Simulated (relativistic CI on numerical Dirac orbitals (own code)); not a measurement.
# Co+ in a cubic cluster: L2,3 absorption with charge transfer

Computed with a charge-transfer multiplet model of a cubic metal-ligand cluster with up to 2 ligand holes, Slater and spin-orbit integrals from Dirac-Coulomb-Breit ions, Slater integrals scaled by 0.7. The ground state mixes d8 with configurations of k ligand holes L, whose averages lie at kΔ + k(k − 1)U_dd/2; a core hole lowers each added d electron by U_cd. 300 K, Lorentzian 0.4 eV and Gaussian 0.3 eV FWHM.

Atomic integrals in eV (Slater integrals scaled, ζ unscaled), ground: F2dd 7.249, F4dd 4.465, zeta_d 0.056; with the core hole: F2dd 7.249, F4dd 4.465, zeta_d 0.075, zeta_core 9.677, F2cd 4.656, G1cd 3.450, G3cd 1.960.

Cluster parameters (eV): Δ = 8.4, U_dd = 5.6, U_cd = 7.2, 10Dq = 0.5, 10Dq(ligand) = 1.2, final-state hopping factor = 1.

Weights, n_d and S are thermal averages at 300 K. Photon energies count from the first peak over 30 % of the highest in each spectrum, which can be another peak from case to case. The parameters are a model scan and need not match a compound or its usual spin state. Peaks in eV (height, largest 100): 0.0 (100), 1.7 (24), 14.6 (20), 15.5 (32).

(1) Which parameters give this spectrum?
A. V(eg) = 1.65 eV, V(t2g) = -0.88 eV
B. V(eg) = 2.25 eV, V(t2g) = -1.2 eV
C. V(eg) = 1.95 eV, V(t2g) = -1.04 eV
D. V(eg) = 0.75 eV, V(t2g) = -0.4 eV
E. V(eg) = 1.35 eV, V(t2g) = -0.72 eV

Answers

(1) D. V(eg) = 0.75 eV, V(t2g) = -0.4 eV; the ground state then has 8.01 d electrons and S = 1.00. The choice follows from running the model for each set and comparing peak positions and heights.
